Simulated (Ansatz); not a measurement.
RuF+, multiplicity 5 (lowest of 2S+1 = 1, 3, 5, 7 at CCSD(T)/def2-TZVPP on PBE0 minima; our sources give no spin for the ground state, which may be another), most abundant isotopes (101.9043 and 18.9984 u). Constants from fifth-degree fits in 1/R to seven points on the lowest solution found; no spin–orbit coupling, no relativity up to Kr; ω_e x_e and α_e move by some per cent with the fit.

Correlated levels freeze the inner cores; with def2 sets outer-core shells near the valence are correlated too. CBS: X⁻³ extrapolation of the correlation energy, Hartree–Fock from the larger set.

Programs: Ansatz (an electronic-structure program). Each number belongs to the level named beside it. In def2 rows elements past Kr take small-core potentials, without spin–orbit coupling.

```csv
level,r_e (Å),ω_e (cm⁻¹),ω_e x_e (cm⁻¹),α_e (cm⁻¹)
PBE/def2-TZVPP,1.8180,683.9,3.18,0.00201
"CCSD(T)/CBS(def2-TZVPP, def2-QZVPP)",1.8227,711.7,2.78,0.00168
```

### Question
Derive the rotational constants, the centrifugal constant, the fundamental, the zero-point energy and the force constant.

### Answer

μ = 16.01303 u.
- PBE/def2-TZVPP: B_e = 16.8576/(μ r_e²) = 0.31851 cm⁻¹; B₀ = B_e − α_e/2 = 0.31751 cm⁻¹; D = 4B_e³/ω_e² = 2.76e-07 cm⁻¹; fundamental ω_e − 2ω_e x_e = 678 cm⁻¹; zero-point energy ω_e/2 − ω_e x_e/4 = 341 cm⁻¹; k = μ(2πcω_e)² = 441 N/m
- CCSD(T)/CBS(def2-TZVPP, def2-QZVPP): B_e = 16.8576/(μ r_e²) = 0.31686 cm⁻¹; B₀ = B_e − α_e/2 = 0.31602 cm⁻¹; D = 4B_e³/ω_e² = 2.51e-07 cm⁻¹; fundamental ω_e − 2ω_e x_e = 706 cm⁻¹; zero-point energy ω_e/2 − ω_e x_e/4 = 355 cm⁻¹; k = μ(2πcω_e)² = 478 N/m
